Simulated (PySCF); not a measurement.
**Ionisation energy of F²⁺ by level of theory**

F²⁺ [He] 2s2 2p3 (4S) → F³⁺ [He] 2s2 2p2 (3P), as a difference of total energies. Calculation: PySCF 2.14, in pcseg-2 (4s3p2d1f, 30 functions); no relativity, point nucleus. Correlated levels: valence: 1s2 frozen. The calculations carry no spin-orbit coupling.

Order these methods by the ionisation energy they give, lowest first.
A. MN15
B. MP2 (valence)
C. CCSD(T) (valence)
D. UHF

D (62.286 eV), C (62.603 eV), B (62.825 eV), A (62.882 eV).

Errors of the correlated levels include the incompleteness of this basis and the frozen core.

For comparison: 62.708 eV (semi-empirical (NIST evaluation); NIST Atomic Spectra Database, ionization energies).
